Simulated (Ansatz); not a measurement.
Gas-phase electronic energies from Ansatz, PBE0-D4/def2-TZVP geometries. CCSD(T)/CBS adds triple-zeta CCSD(T) − MP2 to the extrapolated MP2 energy (def2 sets, frozen cores). This one scheme is used for every species. DFT in def2-TZVPP. One conformer a species, not always the lowest.

`[F][AlH][F]` + `CNC` → `C[N](C)[AlH][F]` + H–F  (ligand exchange at the Al–F bond)

```tsv
level	ΔE (eV)
BHLYP-D4	1.00
CAM-B3LYP-D4	1.00
LC-ωPBE	1.01
MP2/def2-SVP	0.98
```

(1) What does CCSD(T)/CBS give? (Best estimate.)

Largest T1 diagnostic among the species: 0.013.

Results:

(1) The calculation gave: +0.95 eV. The listed levels differ from it by 0.05, 0.05, 0.06, 0.03 eV.

In def2-TZVPP, CCSD(T) changes the Hartree–Fock value by −0.22 eV (the triples alone add −0.03 eV) and MP2 by −0.24 eV. Leaving LDA and LC-ωPBE aside and taking each functional with its dispersion term where it has one, the values, not all of them listed here, spread over 0.13 eV, from revPBE-D4 to B2PLYP. LDA lies −0.13 eV from PBE without D4. The D4 term adds −0.10 eV with B3LYP and −0.05 eV with PBE0; it sums over pairs of atoms, weighted by their polarisabilities, and B3LYP, whose exchange is more repulsive, gets the larger term.

B3LYP here is the variant with VWN-RPA as its local correlation; programs differ in this.
